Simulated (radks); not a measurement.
All-electron atom: the iodine ion I4+ in [Kr] 4d10 5s2 5p1.

All-electron calculation, scalar-relativistic Kohn-Sham, LB94 model potential, spin-polarised, spherical densities, finite nucleus; open shells are filled with parallel spins first (spin-orbit coupling, left out, can overturn this in heavy ions); Fermi nuclear charge, rms radius 4.75 fm. Program: a radial shooting solver on a logarithmic mesh with Libxc functionals.

Energy parts (hartree):
kinetic: 7488.39064
electron-nucleus: -17156.67960
Hartree: 2735.63838
(The LB94 potential has no energy functional, so no total or exchange-correlation energy is given.)

Orbitals (lengths in bohr, moments of r in powers of bohr; r(90%) holds 90 % of the orbital's charge):
[
 {"orbital": "1s up", "occ.": "1", "eigenvalue (hartree)": "-1219.614", "<r^2>": "0.001001", "r(90%)": "0.0489", "<r^4>": "2.623e-06", "<1/r>": "56.89"},
 {"orbital": "1s down", "occ.": "1", "eigenvalue (hartree)": "-1219.614", "<r^2>": "0.001001", "r(90%)": "0.0489", "<r^4>": "2.623e-06", "<1/r>": "56.89"},
 {"orbital": "2s up", "occ.": "1", "eigenvalue (hartree)": "-190.6084", "<r^2>": "0.01612", "r(90%)": "0.181", "<r^4>": "0.0004456", "<1/r>": "13.04"},
 {"orbital": "2s down", "occ.": "1", "eigenvalue (hartree)": "-190.6071", "<r^2>": "0.01612", "r(90%)": "0.181", "<r^4>": "0.0004456", "<1/r>": "13.04"},
 {"orbital": "2p up", "occ.": "3", "eigenvalue (hartree)": "-171.4809", "<r^2>": "0.01275", "r(90%)": "0.166", "<r^4>": "0.0003215", "<1/r>": "12.49"},
 {"orbital": "2p down", "occ.": "3", "eigenvalue (hartree)": "-171.4789", "<r^2>": "0.01275", "r(90%)": "0.166", "<r^4>": "0.0003215", "<1/r>": "12.49"},
 {"orbital": "3s up", "occ.": "1", "eigenvalue (hartree)": "-40.28794", "<r^2>": "0.1124", "r(90%)": "0.460", "<r^4>": "0.01912", "<1/r>": "4.661"},
 {"orbital": "3s down", "occ.": "1", "eigenvalue (hartree)": "-40.28670", "<r^2>": "0.1124", "r(90%)": "0.460", "<r^4>": "0.01912", "<1/r>": "4.661"},
 {"orbital": "3p up", "occ.": "3", "eigenvalue (hartree)": "-34.06543", "<r^2>": "0.1124", "r(90%)": "0.467", "<r^4>": "0.02000", "<1/r>": "4.440"},
 {"orbital": "3p down", "occ.": "3", "eigenvalue (hartree)": "-34.06417", "<r^2>": "0.1124", "r(90%)": "0.467", "<r^4>": "0.02000", "<1/r>": "4.440"},
 {"orbital": "3d up", "occ.": "5", "eigenvalue (hartree)": "-24.71211", "<r^2>": "0.09778", "r(90%)": "0.451", "<r^4>": "0.01736", "<1/r>": "4.212"},
 {"orbital": "3d down", "occ.": "5", "eigenvalue (hartree)": "-24.71098", "<r^2>": "0.09778", "r(90%)": "0.451", "<r^4>": "0.01736", "<1/r>": "4.212"},
 {"orbital": "4s up", "occ.": "1", "eigenvalue (hartree)": "-8.60352", "<r^2>": "0.6178", "r(90%)": "1.07", "<r^4>": "0.5618", "<1/r>": "1.889"},
 {"orbital": "4s down", "occ.": "1", "eigenvalue (hartree)": "-8.60026", "<r^2>": "0.6187", "r(90%)": "1.07", "<r^4>": "0.5639", "<1/r>": "1.888"},
 {"orbital": "4p up", "occ.": "3", "eigenvalue (hartree)": "-6.66057", "<r^2>": "0.7126", "r(90%)": "1.16", "<r^4>": "0.7706", "<1/r>": "1.729"},
 {"orbital": "4p down", "occ.": "3", "eigenvalue (hartree)": "-6.65909", "<r^2>": "0.7144", "r(90%)": "1.16", "<r^4>": "0.7751", "<1/r>": "1.728"},
 {"orbital": "4d up", "occ.": "5", "eigenvalue (hartree)": "-3.82183", "<r^2>": "0.9652", "r(90%)": "1.38", "<r^4>": "1.555", "<1/r>": "1.455"},
 {"orbital": "4d down", "occ.": "5", "eigenvalue (hartree)": "-3.82520", "<r^2>": "0.9700", "r(90%)": "1.39", "<r^4>": "1.570", "<1/r>": "1.451"},
 {"orbital": "4f up", "occ.": "0", "eigenvalue (hartree)": "-1.14964", "<r^2>": "3.909", "r(90%)": "2.99", "<r^4>": "31.69", "<1/r>": "0.7564"},
 {"orbital": "4f down", "occ.": "0", "eigenvalue (hartree)": "-1.15741", "<r^2>": "3.808", "r(90%)": "2.94", "<r^4>": "30.09", "<1/r>": "0.7625"},
 {"orbital": "5s up", "occ.": "1", "eigenvalue (hartree)": "-2.39944", "<r^2>": "3.455", "r(90%)": "2.51", "<r^4>": "17.13", "<1/r>": "0.7517"},
 {"orbital": "5s down", "occ.": "1", "eigenvalue (hartree)": "-2.41399", "<r^2>": "3.418", "r(90%)": "2.50", "<r^4>": "16.75", "<1/r>": "0.7563"},
 {"orbital": "5p up", "occ.": "1", "eigenvalue (hartree)": "-1.91109", "<r^2>": "4.481", "r(90%)": "2.87", "<r^4>": "29.04", "<1/r>": "0.6530"},
 {"orbital": "5p down", "occ.": "0", "eigenvalue (hartree)": "-1.91964", "<r^2>": "4.419", "r(90%)": "2.85", "<r^4>": "28.27", "<1/r>": "0.6592"},
 {"orbital": "6s up", "occ.": "0", "eigenvalue (hartree)": "-1.12860", "<r^2>": "13.26", "r(90%)": "4.82", "<r^4>": "238.9", "<1/r>": "0.3845"},
 {"orbital": "6s down", "occ.": "0", "eigenvalue (hartree)": "-1.12670", "<r^2>": "13.31", "r(90%)": "4.82", "<r^4>": "240.5", "<1/r>": "0.3821"}
]

The highest occupied level is 5p up at -52.003 eV. The configuration is held as typed, so some empty levels lie below it. The electron density at the nucleus is 2.571e+05 e/bohr^3 (large components only). Summed over all electrons, <r^2> = 28.53 bohr^2, which gives a Langevin (diamagnetic) susceptibility term of -22.6 x 10^-6 cm^3/mol. Spin moment in Bohr magnetons: 1. The density falls to 0.001 e/bohr^3 at r = 3.35 bohr. For comparison, the ionisation energy in NIST's Atomic Spectra Database is 51.52 eV (measured). In exact Kohn-Sham theory the highest level is minus the ionisation energy, but local and semilocal functionals leave it too shallow, through self-interaction and a potential that decays too fast; potentials with the right tail come closer. The spin density at the nucleus is -0.782 e/bohr^3 (1s -0.176, 2s 0.202, 3s 0.257, 4s 0.479, 5s -1.544).
